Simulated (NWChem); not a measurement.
System: SiH$_{4}$SeO; SMILES [SiH3]O[SeH]

The following NWChem deck was run.

```
start job
memory heap 200 mb stack 900 mb global 1100 mb
geometry units angstroms noautoz
  Se    -0.253721     1.020298     0.616002
  H     -0.435316     1.406397    -0.800470
  O     -0.971229    -0.636984     0.460142
  Si     0.039883    -1.907675     0.015903
  H      0.587593    -1.690018    -1.358012
  H     -0.820924    -3.123298     0.038810
  H      1.174597    -2.055839     0.975226
end
basis spherical
  * library def2-svp
end
dft
  xc xwpbe 1.00 cpbe96 1.0 hfexch 1.00
  cam 0.15 cam_alpha 0.0 cam_beta 1.0
  iterations 150
  vectors input atomic output neutral.movecs
end
task dft energy
charge 1
dft
  odft
  mult 2
  vectors input atomic output cation.movecs
end
task dft energy
```

Structure relaxed at the PBE0/def2-SVP level.

Ions are spin-unrestricted doublets at the neutral geometry; other ion states weren't tried. Functional: LC-ωPBE (HJS hole) with def2-SVP; the question gives the range parameter ω in 1/bohr.

Q: What results follow from this input? (LC-wPBE (HJS exchange hole, range parameter 0.15 per bohr)/def2-SVP, vertical spin-unrestricted ions.) Quantities: vertical ionisation energy, ΔSCF (eV); −ε(HOMO) (eV).

A: 
```yaml
vertical ionisation energy, ΔSCF (eV): 9.11
"−ε(HOMO) (eV)": 7.58
```
